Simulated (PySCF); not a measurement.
Species: C4H9BN2.
Structure used (PBE0-D3(BJ)/def2-SVP), in Å, numbered top down from 1:
```xyz
16
C4H9BN2 angstrom
C      2.5565   -0.4919    0.5324
C      1.5912   -0.5863   -0.3973
N      0.2813   -0.1929   -0.2642
B     -0.7742   -0.2531   -1.2297
N     -1.9319    0.2769   -0.6387
C     -1.7012    0.6803    0.7344
C     -0.2005    0.4022    0.9707
H      3.5634   -0.8425    0.3046
H      2.3808   -0.0726    1.5252
H      1.8159   -1.0132   -1.3802
H     -0.6642   -0.6860   -2.3477
H     -2.8521    0.3651   -1.0411
H     -1.9380    1.7465    0.8960
H     -2.3264    0.1050    1.4405
H     -0.0362   -0.2826    1.8216
H      0.3603    1.3274    1.1963
```

Computed with PySCF at wB97X-D/def2-SVPD, non-relativistic, on one gas-phase PBE0-D3(BJ)/def2-SVP geometry that isn't relaxed in the solvent. The solvent is an IEF-PCM continuum (Bondi radii, 1.10 Å for H, scaled by 1.2), and excitations are vertical TDDFT with non-equilibrium linear response and a frozen core. Only the electrostatic response of the medium enters.

| run | E − E(gas) (kcal/mol) | HOMO (eV) | HOMO–LUMO gap (eV) | dipole (D) | lowest singlet (eV) | static polarisability (au) |
| --- | --- | --- | --- | --- | --- | --- |
| gas | 0.00 | -7.54 | 9.58 | 2.21 | 5.78 | 79.3 |
| P | -3.62 | -7.58 | 9.70 | 2.91 | 5.74 | 107.3 |
| Q | -2.69 | -7.56 | 9.68 | 2.74 | 5.73 | 99.2 |

Q: The runs were made in acetone and chloroform. Which run belongs to which solvent?

A: P = acetone, Q = chloroform. The dielectric constants are 4.711 (chloroform), 20.49 (acetone), and the energy falls further as ε rises. The optical constants n² used for the excitations are 2.09, 1.85 in the same order. In this model the ground state sees the solvent through ε alone.

Q: How constant is the ratio of the lowering to (ε − 1)/(2ε + 1)?

A: 
```tsv
solvent	(ε − 1)/(2ε + 1)	E − E(gas) (kcal/mol)	ratio (kcal/mol)	polarisation term (kcal/mol)
chloroform	0.356	-2.69	-7.6	-2.97
acetone	0.464	-3.62	-7.8	-4.13
```

The ratio changes by +3.2 % in size from chloroform to acetone. The polarisation term is half the interaction of the solute with the induced surface charges.

Cost: about 60 s of CPU time on one thread; the machine was shared, so the figure is rough. This is the whole response run at wB97X-D/def2-SVPD in acetone, SCF included.

The pairwise dispersion term of wB97X-D wasn't added to the energies; at a given geometry it leaves orbitals and properties as they are.
